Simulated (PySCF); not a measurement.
## Calculated properties of `[CH2][Si](C)(C)C` [radical]

Species: C4H11Si (doublet state).
Structure used (GFN2-xTB), in Å, numbered top down from 1:
```
atom  x, y, z in Å
C1     0.6210    1.5318    1.1311
Si2    0.0315    0.1249    0.0843
C3     1.4434   -0.5010   -1.0543
C4    -1.4327    0.6826   -1.0025
C5    -0.4918   -1.3455    1.1916
H6     1.3159    1.3975    1.9417
H7     0.3043    2.5483    0.9789
H8     1.1270   -1.3632   -1.6335
H9     2.3105   -0.7937   -0.4710
H10    1.7584    0.2697   -1.7502
H11   -1.1524    1.5192   -1.6355
H12   -2.2766    0.9991   -0.3975
H13   -1.7772   -0.1173   -1.6513
H14   -0.8211   -2.1901    0.5941
H15    0.3376   -1.6810    1.8065
H16   -1.3056   -1.0723    1.8561
```

From GFN2-xTB geometry:

| Property | Result |
| --- | --- |
| Rotational constants A, B, C of the GFN2-xTB geometry | 3.184, 3.097, 3.053 GHz |

UKS B3LYP, pcH-1 on C H Si, non-relativistic, mean-field spin-orbit, GIAO (PySCF):

| Quantity | Value |
| --- | --- |
| Isotropic g value | 2.00260 |
| Principal g values | 2.00220, 2.00279, 2.00280 |
| Spin squared ⟨S²⟩ | 0.753 |
| Largest Mulliken spin population | 1.05 on C1 |
| Largest isotropic hyperfine couplings (means over sets of like nuclei) | 13C +79.1 (C1), 1H -57.8 (H6/H7), 29Si +43.6 (Si2), 13C +18.4 (C3/C4/C5), 1H +1.2 (H8/H9/H10/H11/H12/H13/H14/H15/H16) MHz |

Monoisotopic mass (most abundant isotopes): 87.0630 u.

At 9.50 GHz, hν = g·μB·B₀ (B₀ the magnetic field) puts the centre of the isotropic spectrum, to first order, at 338.9 mT. The rotational constants are those of a nearly prolate symmetric top. g_iso is shifted by about +280 ppm from the free-electron value 2.002319; the principal values span 0.0006. ⟨S²⟩ is 0.003 above the pure-spin value S(S + 1) = 0.75. With B = h/(8π²I), that is 505.379 GHz u Å² over I, the principal moments of inertia are 158.7, 163.2 and 165.5 u Å² (most abundant isotopes); the inertial defect Ic − Ia − Ib is -156.4 u Å² (zero for a rigid planar frame, negative otherwise).

Isolated species at its GFN2-xTB geometry, gas phase. Hyperfine couplings depend on the geometry, which wasn't re-optimised at a DFT level. Couplings of like nuclei are plain means over topologically equivalent atoms, as if these changed places fast (by rotation of a methyl-like group, say); in this geometry the members of some sets differ.

For the EPR job (B3LYP), hardware: Arm Neoverse V1, one thread (shared host). Cost: 42 s wall.
